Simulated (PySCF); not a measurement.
AlFGeH4, SMILES [F][AlH][GeH3].

The structure is a stationary point at B3LYP-D3(BJ)/def2-SVP.

The numbers are results of CAM-B3LYP/def2-TZVPD (PySCF), not measurements.

The molecule is in vacuum.

* **total energy**: -2421.90327 hartree
* **highest occupied level**: -9.18 eV
* **lowest empty level**: -0.83 eV
* **orbital gap**: 8.35 eV
* **dipole moment**: 1.37 D
* **quadrupole, principal values (traceless, Buckingham form, about the centre of nuclear charge)**: -8.78, 0.43, 8.35 D·Å
* **mean static polarisability**: 63.1 bohr³ (9.35 Å³)
* **polarisability, principal values**: 54.5, 57.7, 77.3 bohr³
